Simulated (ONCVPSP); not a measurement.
Varying the ONCV potential for silicon

Base potential:

| Property | Result |
| --- | --- |
| Element | silicon (Si) |
| Generator | ONCVPSP 4.0.1 |
| Type | optimised norm-conserving Vanderbilt (ONCV) |
| Functional | PBEsol |
| Relativity | scalar-relativistic |
| Frozen core | [Ne] |
| Valence charge | 4 |
| Reference configuration | 3s2 3p2 |
| Partial waves | 3s: rc 1.40 bohr, ncon 4, nbas 8, qcut 5.1 1/bohr, 2 projectors, debl 1.5 Ha; 3p: rc 2.25 bohr, ncon 3, nbas 8, qcut 3 1/bohr, 2 projectors, debl 3.7 Ha |
| Local potential | polynomial inside 1.25 bohr (lpopt 5, dvloc0 4 Ha) |
| Core correction | Teter function, fcfact 5, rcfact 1.2 |

Cutoffs, loose and tight: the cutoffs (Ha) at which the residual kinetic energy of the hardest occupied pseudo-wave falls to 1 and 0.1 mHa per electron. They do not see the model core or the augmentation charge, which bear on the density cutoff. Test errors are all-electron minus pseudo excitation energies from the reference, over the configurations 3s2 3p1; 3s2 3p0; 3s1 3p0; 3s1 3p3. A dash means not determined; rows that change the core or the reference have their own tests.

2 further variants are left out, since the program set their typed debl aside.

A true bound ghost makes a file unfit for plane-wave use even where its test errors are small: the radial tests pick states by their node count and pass the ghost by.

| change | outcome | cutoff, loose | cutoff, tight | bound ghosts | GHOST(+) flags above zero | largest test error (meV) |
| --- | --- | --- | --- | --- | --- | --- |
| base | generated | 7.9 Ha | 77 Ha | s | none | -5.0 |
| s: debl 0.45 | generated | 7.9 Ha | 77 Ha | s | none | -5.0 |
| s: debl 0.85 | generated | 7.9 Ha | 77 Ha | s | none | -5.0 |
| s: debl 1.25 | generated | 7.9 Ha | 77 Ha | s | none | -5.0 |
| s: debl 1.85 | generated | 7.9 Ha | 77 Ha | s | none | -5.1 |
| s: debl 3.05 | generated | 7.9 Ha | 77 Ha | s | none | -5.5 |

Problem. What comes out with this change to the base: s: debl 4.95?

Solution. outcome: generated; cutoff, loose: 7.9 Ha; cutoff, tight: 77 Ha; bound ghosts: none; GHOST(+) flags above zero: s; largest test error (meV): +7.6.

Reading the sweep of the debl of the s channel (base included, trends over the rows without a ghost): Bound ghosts are found at 0.45, 0.85, 1.25, 1.5, 1.85, 3.05 Ha.
